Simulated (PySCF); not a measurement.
Start geometry of WO2Br2, `[O]=[W](=[O])([Br])[Br]` from GFN2-xTB (Å):
```
atom  x, y, z in Å
W1     0.2349   -0.0777    0.1356
O2     0.0445   -0.0261    1.7783
O3     1.6347    0.0000   -0.5808
Br4   -0.8685    1.9400   -0.6706
Br5   -0.9709   -1.9467   -0.7246
```

What comes out of this run: PySCF, PBE0-D3(BJ)/def2-SVP geometry optimisation, gas phase, def2 core potentials past Kr?

```
atom  x, y, z in Å
W1     0.105   -0.029    0.061
O2     0.012   -0.159    1.746
O3     1.750   -0.076   -0.333
Br4   -0.814    2.095   -0.618
Br5   -0.978   -1.943   -0.919
```

The energy falls by 27.2 kcal/mol over 13 energy and gradient evaluations, the largest force component goes from 0.2347 to 8.0e-04 Eh/bohr, and the atoms move by 0.126 Å rms after alignment. The bond that changes most is W1–O3 (ends: tungsten bonded to 2 Br and 2 O; oxygen bonded to W), which lengthens by 0.118 Å. Bonds longer at the end by more than 0.005 Å: 3 of 4; shorter: 1. Among the angles that change most is O2–W1–O3, from 123.5° to 106.4°. Rotational constants go from 1707, 764.0, 610.1 to 1808, 715.1, 581.7 MHz. The orientation of the end geometry is arbitrary; only internal coordinates are fixed.

The run used 124 basis functions and 104 SCF cycles in all. The run took 2.3 min wall on Arm Neoverse V1, one thread, no GPU, on a shared host, and the process peaked at 0.49 GiB of memory.

No PBE0-D3(BJ)/def2-SVP frequencies stand behind this structure, so it isn't proved a minimum.
